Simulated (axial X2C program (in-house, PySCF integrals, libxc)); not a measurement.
TeP: properties at the nuclei

Calculated with an axial X2C code built on PySCF integrals: two-component X2C with atomic mean-field Coulomb and Gaunt terms, Gaussian nuclei, basis Te dyall-cv3z, P dyall-v3z with contracted cores.

R = 2.251 Å (near the PBE0 minimum at charge 0 of the determinant lowest at the starting distance; the state shown can have its own minimum elsewhere).

Determinant lowest in the PBE0 search, Ω = 1/2 (⟨Sz⟩ = -0.50, ⟨Lz⟩ = 1.00 at PBE0), spin on the atoms Te 0.00, P -0.49:

```tsv
level	Eeff magnitude (GV/cm)	Ws magnitude Te (kHz)	A∥/gI Te (MHz)	qzz Te (a.u.)	A∥/gI P (MHz)	qzz P (a.u.)	μ (D)
PBE0	0.957	0.801	1580	0.81	552	-0.59	-0.64
HF	2.41	2.43	1830	1.25	265	-0.58	-0.33
BHandHLYP	1.05	0.904	1600	1.01	493	-0.66	-0.50
BP86	0.935	0.801	1600	0.65	564	-0.49	-0.75
r2SCAN	0.686	0.488	1600	0.77	470	-0.53	-0.70
```

Determinant 0.26 eV from it at PBE0 and this distance, Ω = 3/2 (⟨Sz⟩ = 0.50, ⟨Lz⟩ = 1.00 at PBE0), spin on the atoms Te 0.16, P 0.34:

| level | Eeff magnitude (GV/cm) | Ws magnitude Te (kHz) | A∥/gI Te (MHz) | qzz Te (a.u.) | A∥/gI P (MHz) | qzz P (a.u.) | μ (D) |
| --- | --- | --- | --- | --- | --- | --- | --- |
| PBE0 | 0.474 | 0.289 | 333 | 0.55 | 94.2 | -0.65 | -0.47 |
| HF | 0.807 | 0.422 | 911 | 0.65 | -1.79 | -0.61 | -0.09 |
| BHandHLYP | 0.486 | 0.297 | 369 | 0.86 | 110 | -0.80 | -0.27 |
| BP86 | 0.311 | 0.215 | 314 | 0.42 | 93.3 | -0.54 | -0.57 |
| r2SCAN | 0.74 | 0.391 | 349 | 0.45 | 102 | -0.58 | -0.55 |

Eeff is the effective electric field on the electron electric dipole moment in this Ω state and Ws the scalar–pseudoscalar constant of the nucleus named (defined with the proton number Z and per Ω); A∥ (defined per Ω) follows by multiplying with gI = μI/(I μN); qzz is the electric field gradient, eQq0 = 234.96 MHz × Q/barn × qzz; μ is positive if the P end (last atom) is positive. The operators were transformed with the bare-nucleus X2C matrices; with these basis sets, hyperfine constants and field gradients can be off by tens of per cent, and where levels differ in sign neither size nor sign is settled.

(1) With gI(125Te) = -1.7770 (g factors from the IAEA table of nuclear moments by Stone), turn the PBE0 values of the first state into constants in MHz.

Each state is one determinant with collinear spin. Unrestricted Hartree–Fock can overshoot spin polarisation at the nuclei. Where Eeff spreads by more than a factor of two the levels disagree and none is to be relied on. The search compared states at one distance, so a state with another bond length can lie lower. Further determinants of the search, some of them spin-mixed, are not shown. Where a field gradient or hyperfine factor spreads by more than a factor of two over the levels, a constant derived from it is not to be relied on. PBE0 term energies can be off by some tenths of an eV.

Results:

(1) A∥(125Te) = 1580 × -1.7770 = -2810 MHz.
